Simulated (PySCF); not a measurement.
# What settings do to a single point of [Hg(NH3)3]2+

The sound run of [Hg(NH3)3]2+ (singlet) uses PySCF 2.14.0, RKS TPSS, Hg def2-SVP with ECP60, N def2-SVP, H def2-SVP; non-relativistic Hamiltonian with scalar-relativistic core potentials where named; density fitting; no spin-orbit coupling, grid (50, 194), threshold 1e-8 Eh and 55 cycles, at the relaxed geometry:

```xyz
13

Hg    0.0000    0.0000    0.0000
N     2.2834    0.0023    0.0000
H     2.6700   -0.4778    0.8293
H     2.6700   -0.4778   -0.8293
H     2.6776    0.9567    0.0000
N    -1.1437    1.9764    0.0000
H    -0.9212    2.5512    0.8293
H    -0.9212    2.5512   -0.8293
H    -2.1673    1.8405    0.0000
N    -1.1397   -1.9787    0.0000
H    -1.7488   -2.0733    0.8293
H    -1.7488   -2.0733   -0.8293
H    -0.5103   -2.7973    0.0000
```

There Hg1 has a Mulliken charge of 0.75 e and the dipole about the centre of mass is 0.00 D. Each run below changes one thing and starts from free metal ions and neutral atoms unless it says otherwise; with 55 cycles, smearing, a level shift and second-order steps follow where DIIS fails, and their cycles count. Energy shifts count from the sound run.

```
                                                change        outcome  cycles  energy shift (eV)  largest force component (eV/Å)  charge on Hg1 (e)  dipole about the centre of mass (D)
start from the bare core Hamiltonian, limit 100 cycles      converged      24             0.0000                            0.01               0.75                                 0.00
                                all coordinates × 1.12      converged      10               2.78                            3.42               0.68                                 0.00
                                         cycle limit 5  not converged       5                  –                               –                  –                                    –
```

Question: How does the run with this change end: grid (99, 590)?

Answer: outcome converged, cycles 8, energy shift (eV) -0.0021, largest force component (eV/Å) 0.00, charge on Hg1 (e) 0.75, dipole about the centre of mass (D) 0.00.

Forces carry noise of the integration grid, about 0.01 to 0.03 eV/Å.

No frequency check is given that shows the relaxed geometry to be a minimum.
